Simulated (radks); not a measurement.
The numbers below are computed, except where a source is named.
Ionisation of the mercury ion Hg71+, [He] 2s2 2p5, to Hg72+, [He] 2s2 2p4, under several functionals. Dirac Kohn-Sham, spin-unpolarised, spherical densities, point nucleus; open shells fill j = l - 1/2 first; a radial shooting solver on a logarithmic mesh with Libxc functionals.

functional,E(Hg71+) (hartree),Exc (hartree),IE (eV),-e(HOMO) (eV),<r> HOMO (bohr),IE error (eV)
"LDA (Slater exchange, Perdew-Wang correlation)",-12496.4336,-129.0415,18951.5,18768.1,0.06390,+41.5
OLYP,-12507.6190,-140.3075,18967.1,18784.2,0.06386,+57.1
SOGGA,-12502.2731,-134.9180,18954.3,18770.9,0.06389,+44.3
"LDA (Slater exchange, Perdew-Zunger correlation)",-12496.4405,-129.0485,18951.5,18768.1,0.06390,+41.5
PBE,-12506.7601,-139.4319,18958.1,18774.7,0.06389,+48.1
RPBE,-12507.7180,-140.3961,18958.2,18774.8,0.06389,+48.2
Wu-Cohen GGA,-12505.2125,-137.8766,18958.2,18774.6,0.06388,+48.2
revPBE,-12507.5298,-140.2071,18958.3,18774.8,0.06388,+48.3
XLYP,-12508.5208,-141.2048,18960.5,18776.9,0.06388,+50.5

NIST Atomic Spectra Database: 18910 eV (theoretical). Closest: LDA (Slater exchange, Perdew-Wang correlation). The Delta-SCF values span 15.65 eV, the total energies 12.09 hartree. The highest occupied level is 2p3/2. Spin polarisation and multiplet splitting are left out, so open shells lie too high by an amount that depends on their filling.

Beside tabulated values, note that spin-unpolarised runs miss the spin-polarisation part of the exchange energy of open shells.
